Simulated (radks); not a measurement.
Initial-state core-level shifts of the zinc ion Zn+ when its valence configuration changes from [Ar] 3d10 4s1. All-electron calculation, Dirac Kohn-Sham, PBE, spin-unpolarised, spherical densities, point nucleus; open shells fill j = l - 1/2 first. Program: a radial shooting solver on a logarithmic mesh with Libxc functionals. Shifts are changes of the shell-averaged eigenvalues in eV (positive: less bound).

valence,1s,2s,2p,3s
3d10 4s0.5 4p0.5,-0.910,-0.856,-0.858,-0.909
3d9.5 4s1.5,-3.639,-4.041,-4.003,-3.594
3d9 4s1 4p1,-9.360,-10.136,-10.058,-9.178
3d10 4p1,-1.788,-1.680,-1.685,-1.787
3d9 4s2,-7.618,-8.477,-8.397,-7.448
3d8.5 4s1.5 4p1,-13.630,-14.926,-14.802,-13.225
3d9.5 4s1 4p0.5,-4.539,-4.893,-4.857,-4.490
3d8 4s1 4p2,-19.784,-21.594,-21.420,-19.038
3d9 4s0.5 4p1.5,-10.191,-10.927,-10.850,-10.005
